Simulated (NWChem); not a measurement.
Molecule: C₄H₄F₂; SMILES CC=C=C(F)F

Results from NWChem. All runs use the structure optimised with PBE0/def2-SVP. B3LYP is NWChem's, with the RPA form of VWN correlation. Total energies of different functionals are on different scales.

```
level                                 energy (Ha)  highest occupied level (eV)  orbital gap (eV)  dipole (D)
------------------------------------  -----------  ---------------------------  ----------------  ----------
PBE/def2-SVP                            -353.7872                        -5.75              4.30        2.06
B3LYP/def2-SVP                          -354.1737                        -6.88              6.21        2.31
LDA (Slater exchange, VWN5)/def2-SVP    -351.4882                        -5.92              4.23        2.23
PBE0/def2-SVP                           -353.7977                        -7.16              6.65        2.37
PW6B95/def2-SVP                         -354.5781                        -7.27              6.85        2.40
CAM-B3LYP/def2-SVP                      -354.0351                   (withheld)        (withheld)        2.38
```

### Question
Complete the blanks.

### Answer

- CAM-B3LYP/def2-SVP, highest occupied level (eV): -8.48
- CAM-B3LYP/def2-SVP, orbital gap (eV): 9.23
